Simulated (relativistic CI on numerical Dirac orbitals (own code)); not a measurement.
**Cr³⁺: 3s photoemission**

Computed with this model: Dirac-Coulomb-Breit CI, KLI orbitals optimised for each configuration, model QED (radiative potential, 1s self-energy scaled to tabulated hydrogen-like ionisation energies), valence Slater integrals scaled by 0.7, multiplet model of photoemission in the sudden approximation; configurations [Ar] 3d3 → [Ne] 3s 3p6 3d3; 300 K; Lorentzian 2.1 eV and Gaussian 0.6 eV FWHM. Energies are those of the free ion, without screening or charge transfer. The energies are binding energies and can lie tens of eV above those of solids. Without intra-shell correlation the exchange splitting of an s hole comes out too large, often by half or more. S is read from ⟨S²⟩ = S(S + 1).

free ion: ground-state S = 1.50, centroid 129.13 eV. Peaks (eV, height): 126.6 (100), 133.2 (61).

Strongest unbroadened transitions for free ion:

```csv
Energy (eV),Relative strength
126.63,0.5
126.64,4.7
126.65,23.6
126.66,69.2
126.68,100.0
130.80,0.0
130.81,0.0
132.26,0.0
133.20,1.0
133.23,15.9
133.24,1.2
133.25,8.5
133.26,68.6
133.28,19.6
133.31,1.4
133.35,1.6
134.07,0.0
134.10,0.2
```
